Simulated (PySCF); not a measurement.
## How methods differ on the ionisation energy of Ne+

Ne+ [He] 2s2 2p5 (2P) → Ne(2+) [He] 2s2 2p4 (3P), as a difference of total energies. All numbers are calculated (PySCF 2.14, the spin-free X2C one-electron Hamiltonian (Gaussian nucleus), in x2c-TZVPPall with one added diffuse shell each of s, p, d type (6s4p3d1f, 40 functions)). Correlated levels: valence: 1s2 frozen. The calculations carry no spin-orbit coupling.

```
           method  ionisation energy (eV)
              UHF                  39.269
    MP2 (valence)                  40.722
SCS-MP2 (valence)                  40.709
   CCSD (valence)                  40.657
CCSD(T) (valence)                  40.683
```

Problem. How much does correlation contribute at CCSD(T) (valence)?

Solution. 40.683 − (39.269) = 1.414 eV, measured against UHF.

Errors of the correlated levels include the incompleteness of this basis and the frozen core.

For comparison: 40.963 eV (measured; NIST Atomic Spectra Database, ionization energies).
